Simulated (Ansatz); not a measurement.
Molecule: sum formula PbClF (charge 0, singlet). 
Coordinates optimised at B3LYP-D3(BJ)/def2-TZVP (Ansatz, a program for electronic structure):
SMILES: [F][Pb][Cl]
```xyz
3

Pb     0.1300     0.1168     0.3636
F      0.9246     1.4374    -1.0008
Cl    -1.1166    -1.3244    -1.2239
```
Charge 0, spin multiplicity 1.

Basis-set convergence of Hartree-Fock and CCSD correlation energies (hartree) with Ansatz. Correlated levels leave the core frozen unless marked. Spin-orbit coupling is left out. The frozen core is the preceding noble-gas configuration, with the filled d and f shells of earlier blocks. Past Kr the def2 sets carry scalar-relativistic core potentials.

```csv
basis,functions,E(HF),"E(corr, CCSD)"
def2-SVPD,82,-750.64881,-0.42521
def2-TZVPPD,147,-750.92391,-0.54053
def2-QZVPPD,233,-750.94229,-0.58405
```

Extrapolating the two largest sets (X = 3 and 4) as X^-3: E(corr) = (64·(-0.58405) - 27·(-0.54053))/37 = -0.6158 Eh, an estimate of the basis-set limit. The largest set recovers 94.8 % of it, the smallest 69.0 %.
